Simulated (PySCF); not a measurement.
**TDDFT excited states: C5H13NSi**

Compound: C5H13NSi.
SMILES: `C/C=C\[Si@@H](C)NC`

The calculation used PySCF 2.14.0, density-fitted response routines, TDDFT wB97X-D/def2-SVPD, vertical, gas phase, core orbitals frozen in the response. The structure is a single GFN2-xTB conformer in the gas phase; no vibrational or solvent corrections. Torsions of this conformer, `[CH3:1]/[CH:2]=[CH:3]\[Si@@H:4]([CH3:5])[NH:6][CH3:7]`: C2–C3–Si4–C5 -66°, C3–Si4–N6–C7 52°.

```json
{"state": "S1", "λ (nm)": "217.6", "E (eV)": "5.70", "f": "0.0049", "|μ| (D)": "0.48", "main configurations (H = HOMO, L = LUMO)": "H→L (90%)"}
{"state": "S2", "λ (nm)": "192.5", "E (eV)": "6.44", "f": "0.0014", "|μ| (D)": "0.24", "main configurations (H = HOMO, L = LUMO)": "H→L+1 (60%), H→L+2 (10%), H→L+3 (9%)"}
{"state": "S3", "λ (nm)": "185.3", "E (eV)": "6.69", "f": "0.219", "|μ| (D)": "2.94", "main configurations (H = HOMO, L = LUMO)": "H-1→L (66%), H-2→L (25%)"}
{"state": "S4", "λ (nm)": "181.0", "E (eV)": "6.85", "f": "0.121", "|μ| (D)": "2.16", "main configurations (H = HOMO, L = LUMO)": "H-2→L (54%), H-1→L (30%)"}
{"state": "S5", "λ (nm)": "170.4", "E (eV)": "7.27", "f": "0.017", "|μ| (D)": "0.78", "main configurations (H = HOMO, L = LUMO)": "H→L+2 (43%), H→L+3 (33%), H→L+5 (13%)"}
{"state": "S6", "λ (nm)": "167.8", "E (eV)": "7.39", "f": "0.027", "|μ| (D)": "0.98", "main configurations (H = HOMO, L = LUMO)": "H-1→L+1 (57%), H-1→L+2 (24%)"}
{"state": "S7", "λ (nm)": "162.4", "E (eV)": "7.63", "f": "0.057", "|μ| (D)": "1.40", "main configurations (H = HOMO, L = LUMO)": "H→L+7 (21%), H→L+4 (20%), H→L+2 (13%)"}
{"state": "S8", "λ (nm)": "157.5", "E (eV)": "7.87", "f": "0.053", "|μ| (D)": "1.33", "main configurations (H = HOMO, L = LUMO)": "H→L+3 (39%), H→L+5 (28%), H→L+1 (14%)"}
```

Triplets, Tamm–Dancoff:

```tsv
state	E (eV)	λ (nm)	main configurations (H = HOMO, L = LUMO)
T1	4.29	288.7	H-1→L (85%)
T2	5.50	225.2	H→L (82%)
T3	6.20	199.9	H-2→L (49%), H→L+1 (27%)
```

The lowest singlet lies at 5.70 eV (218 nm, ultraviolet) and is very weak; its leading configuration is HOMO→LUMO (90%). The strongest level in the table is S3 at 6.69 eV (185 nm, f = 0.219). Löwdin shares by element: HOMO nitrogen 56%, carbon 11% or more, silicon 9%, hydrogen 6% or more (atoms not listed hold the other 18%); LUMO carbon 58% or more, silicon 13% (atoms not listed hold the other 30%). The oscillator strengths of these states sum to 0.501; summed over the whole spectrum of an exact calculation they would give the number of electrons, 64 (Thomas–Reiche–Kuhn). Of the 8 states listed, 6 reach f = 0.01 and none stays under 0.0005. Weighted by f, the mean energy of these states is 7.01 eV. No computed singlet lies in the visible range (380 to 750 nm); the lowest, at 218 nm, stands 2.43 eV above its violet end (3.26 eV). The window holds the lowest 8 singlets.
